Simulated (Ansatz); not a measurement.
Cost and result for the atomization energy of C2H5BrOSi, SMILES `BrC1CO[SiH2]1` (10 atoms, 10 bonds).

```xyz
10

Br    0.0408   -0.2286   -2.4893
C     0.5359    0.1504   -0.6593
C    -0.4530    1.0478    0.1161
O    -0.8233    0.1839    1.2124
Si    0.0685   -1.1114    0.6593
H     1.5539    0.5291   -0.6837
H    -1.3333    1.3133   -0.4725
H     0.0151    1.9572    0.5029
H    -0.7296   -2.2788    0.2116
H     1.1251   -1.5629    1.6024
```

The species carries charge 0 and has multiplicity 1. Correlated methods include outer-core shells of Br, which these sets cover unevenly. Scalar relativity is left out up to krypton. Geometry: relaxed with PBE0-D4/def2-TZVP. Program: Ansatz. All runs use 4 threads of an Arm Neoverse V2 on a shared host. Times are those of one run each, without the atoms' runs, and a repeat can differ threefold. Electronic energies, without spin–orbit coupling; frozen cores. CCSD(T)/CBS adds CCSD(T) − MP2 in def2-TZVPP to the MP2 limit, and its time is that of the two runs behind it. T1 = 0.010. With those shells the extrapolation isn't a true limit. B3LYP takes the VWN-RPA correlation (the form of Gaussian; ORCA's B3LYP/G).

CCSD(T)/CBS is a level of theory with its own doubt, some kJ/mol a heavy atom from the limit and from the frozen cores, so smaller differences don't rank the functionals.

```json
{"level": "PBE-D4/def2-TZVPP (with forces)", "functions": "253", "wall time": "2.7 s"}
{"level": "PBE0-D4/def2-TZVPP", "functions": "253", "wall time": "3.7 s"}
{"level": "r2SCAN-D4/def2-TZVPP (with forces)", "functions": "253", "wall time": "6 s"}
{"level": "B3LYP-D4/def2-TZVPP (with forces)", "functions": "253", "wall time": "6 s"}
{"level": "B2PLYP/def2-TZVPP", "functions": "253", "wall time": "7 s"}
{"level": "ωB97X-V/def2-TZVPP", "functions": "253", "wall time": "9.5 s"}
{"level": "ωB97M-V/def2-TZVPP (with forces)", "functions": "253", "wall time": "14 s"}
{"level": "MP2/def2-QZVPP", "functions": "480", "wall time": "30 s"}
{"level": "CCSD(T)/def2-TZVPP", "functions": "253", "wall time": "3.9 min"}
{"level": "CCSD(T)/CBS(def2)", "functions": "–", "wall time": "4.4 min"}
```

(1) What atomization energy does each give, and how far from CCSD(T)/CBS? (Best estimate.)

## Answers

(1) Computed: 
```csv
level,atomization (kJ/mol),difference from CCSD(T)/CBS,per bond
PBE-D4/def2-TZVPP (with forces),3707.5,65.8,6.6
PBE0-D4/def2-TZVPP,3642.1,0.4,0.0
r2SCAN-D4/def2-TZVPP (with forces),3644.3,2.6,0.3
B3LYP-D4/def2-TZVPP (with forces),3613.6,-28.1,-2.8
B2PLYP/def2-TZVPP,3582.1,-59.6,-6.0
ωB97X-V/def2-TZVPP,3649.1,7.4,0.7
ωB97M-V/def2-TZVPP (with forces),3640.1,-1.6,-0.2
MP2/def2-QZVPP,3678.4,36.7,3.7
CCSD(T)/def2-TZVPP,3537.6,-104.1,-10.4
CCSD(T)/CBS(def2),3641.7,0.0,0.0
```

The D4 term adds +40.6 kJ/mol with B3LYP and +21.0 kJ/mol with PBE0; it sums over pairs of atoms, weighted by their polarisabilities, and B3LYP, whose exchange is more repulsive, gets the larger term. In def2-TZVPP, CCSD(T) changes the Hartree–Fock value by +939.5 kJ/mol (the triples alone add +61.9 kJ/mol) and MP2 by +1018.7 kJ/mol; breaking electron pairs costs correlation energy, which Hartree–Fock lacks. From PBE to PBE0 (25 % exact exchange), in def2-TZVPP and without D4, the atomization energy moves by −61.5 kJ/mol: exact exchange takes away binding that semilocal exchange gives to molecules.
